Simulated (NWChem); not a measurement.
Total energies of silicon monosulfide (SSi)

```xyz
2

Si     0.0000     0.0000     1.0345
S      0.0000     0.0000    -0.9052
```
Charge 0, spin multiplicity 1.

Everything below was run with NWChem. The geometry was optimised at PBE0/def2-SVP, a minimum by its harmonic frequencies.

Basis set: 6-31G* (36 functions).

```json
[
 {"method": "RHF", "total energy (Ha)": "-686.43912"},
 {"method": "MP2", "total energy (Ha)": "-686.63096"},
 {"method": "B2PLYP", "total energy (Ha)": "-687.39286"},
 {"method": "PBE", "total energy (Ha)": "-687.33850"},
 {"method": "B3LYP", "total energy (Ha)": "-687.69030"},
 {"method": "PBE0", "total energy (Ha)": "-687.39295"},
 {"method": "CCSD(T)", "total energy (Ha)": "-686.66373"}
]
```

Total energies of different functionals aren't comparable as a measure of quality: only differences taken within one method are. 

The correlated methods keep 10 core orbitals frozen. B3LYP has NWChem's definition, with VWN1-RPA local correlation. The Pople sets run with spherical d functions. Coupled-cluster values serve here as a point of comparison, not as the truth.
